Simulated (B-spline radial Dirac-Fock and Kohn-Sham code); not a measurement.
The computed values come from a B-spline atomic structure program: independent-particle rates on relativistic LDA orbitals of the hole state (multipoles up to L = 3, Coulomb Auger matrix elements, transition energies from Dirac-Fock).

Question: A single inner-shell vacancy in a neutral atom gives this computed emission spectrum. Which element, which hole, and which lines?

| energy (eV) | relative intensity |
| --- | --- |
| 66985.7 | 58.7 |
| 68800.4 | 100.0 |
| 77565.0 | 10.9 |
| 77969.9 | 21.2 |
| 80070.8 | 2.5 |
| 80168.4 | 5.0 |
| 80660.9 | 0.9 |

Answer: Gold (Z = 79), hole in K (1s). In order of rising energy the lines are Kα2 (K-L2), Kα1 (K-L3), Kβ3 (K-M2), Kβ1 (K-M3), Kβ2'' (K-N2), Kβ2' (K-N3), K-O3.
